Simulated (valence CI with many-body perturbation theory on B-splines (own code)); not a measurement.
Sensitivity of CI+MBPT for N²⁺

Level of theory: configuration interaction combined with many-body perturbation theory (CI+MBPT): three valence electrons over a frozen Dirac-Fock core [He], radial functions for each j: 6 s, 6 p, 5 d, 3 f, 1 g, with the one-electron correlation potential Σ1, the two-electron term Σ2, the three-electron term Σ3, Breit, model QED; selected CI, second order for the rest (own B-spline code, finite nucleus).

Against 23 measured levels this calculation errs by 174 cm⁻¹ on average and by 399 at most. These come from a selection out of Moore, Selected Tables of Atomic Spectra, NSRDS-NBS 3, section 5. Levels without a partner in it may be off by more.

The reference run has the lowest level 2s2 2p 2P°_1/2 and an ionisation energy of 47.4239 eV. Its largest variational space holds 5274 state functions.

```tsv
Level	Reference (cm⁻¹)	Shift (cm⁻¹)
2s2 2p 2P°_3/2	174	+4.3
2s 2p2 4P_1/2	57009	-539
2s 2p2 4P_3/2	57068	-538
2s 2p2 4P_5/2	57149	-535
2s 2p2 2D_5/2	101199	-435
2s 2p2 2D_3/2	101205	-435
2s 2p2 2S_1/2	131403	-365
2s 2p2 2P_1/2	146181	-446
2s 2p2 2P_3/2	146291	-444
2p3 4S°_3/2	186728	-1039
2p3 2D°_5/2	203224	-912
2p3 2D°_3/2	203240	-912
```

The ionisation energy moves by +0.1468 eV.

(1) Which of these changes was made?
A. scale of Σ2 1 → 0.5
B. cutoff of virtual states (hartree) 300 → 30; core polarisation of operators on → off
C. scale of Σ1 1 → 2
D. Davidson tolerance 2e-05 → 0.001

## Answers

(1) C. scale of Σ1 1 → 2.
